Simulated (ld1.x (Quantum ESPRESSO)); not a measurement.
V (Z = 23), TM semilocal: configuration errors across variants

| Property | Result |
| --- | --- |
| Element | V |
| Generator | ld1.x (Quantum ESPRESSO) 7.5 |
| Type | norm-conserving Troullier–Martins (semilocal form) |
| Functional | BLYP |
| Relativity | scalar-relativistic |
| Frozen core | [Ne] |
| Valence charge | 13 |
| Reference configuration | 3s2 3p6 3d3 4s2 4p0 |
| Partial waves | 3s (bound): rc 1.40 bohr; 3p (bound): rc 0.90 bohr; 3d (bound): rc 2.00 bohr |
| Local potential | the d channel |
| Core correction | none |

Occupied shells without a wave of their own: 4s. They enter only through the test configuration that unscreens the potential.

All-electron excitation energies from the reference (eV): (1) 3s2 3p6 3d3 4s1 4p0 7.690; (2) 3s2 3p6 3d3 4s0 4p0 22.139; (3) 3s2 3p6 3d2 4s0 4p0 51.034; (4) 3s1 3p6 3d3 4s2 4p0 77.138; (5) 3s2 3p6 3d1 4s0 4p0 96.884; (6) 3s2 3p6 3d4 4s1 4p0 0.603; (7) 3s2 3p6 3d3.5 4s1.5 4p0 0.060.

In the semilocal form every listed channel keeps its own potential, so the choice of the local channel does not act on these tests. It acts once the file is put into the separable form.

A semilocal file is local in each channel, so a ghost entry of none says nothing of the separable form that plane-wave codes build from it.

For the base: The 4s level has no wave, so the channel is fitted at the deeper level alone: the likely source of the large errors.

3 further variants failed, have other tests or another functional or relativity, and are left out.

The file “base” misses its own reference levels by 0.4 eV. The file “wave 3d (bound): rc 2.00 bohr becomes 3d (bound): rc 1.50 bohr” misses its own reference levels by 0.4 eV. The file “wave 3p (bound): rc 0.90 bohr becomes 3p (bound): rc 1.16 bohr” misses its own reference levels by 0.4 eV. The file “wave 3s (bound): rc 1.40 bohr becomes 3s (bound): rc 1.56 bohr” misses its own reference levels by 0.7 eV. The file “local potential the s channel” misses its own reference levels by 0.4 eV.

Errors AE − PS in meV (a dash: test not solved or not reliable):

| change | (1) | (2) | (3) | (4) | (5) | (6) | (7) | bound ghosts |
| --- | --- | --- | --- | --- | --- | --- | --- | --- |
| base | -603 | -1575 | -2439 | -212 | -2937 | -320 | -185 | none |
| wave 3d (bound): rc 2.00 bohr becomes 3d (bound): rc 1.50 bohr | -603 | -1569 | -2446 | -39 | -3306 | -325 | -188 | none |
| wave 3p (bound): rc 0.90 bohr becomes 3p (bound): rc 1.16 bohr | -603 | -1575 | -2438 | -210 | -2931 | -321 | -185 | none |
| wave 3s (bound): rc 1.40 bohr becomes 3s (bound): rc 1.56 bohr | -996 | -2593 | -3986 | -222 | -5079 | -544 | -312 | none |
| local potential the s channel | -603 | -1575 | -2439 | -212 | -2937 | -321 | -185 | none |

**Question.** Give the same row for: type RRKJ, which also changes the form from semilocal to separable; local potential the s channel; rho0 0.02.

**Answer.** -603, -1573, -2335, -256, -2408, -288, -175; bound ghosts: none.
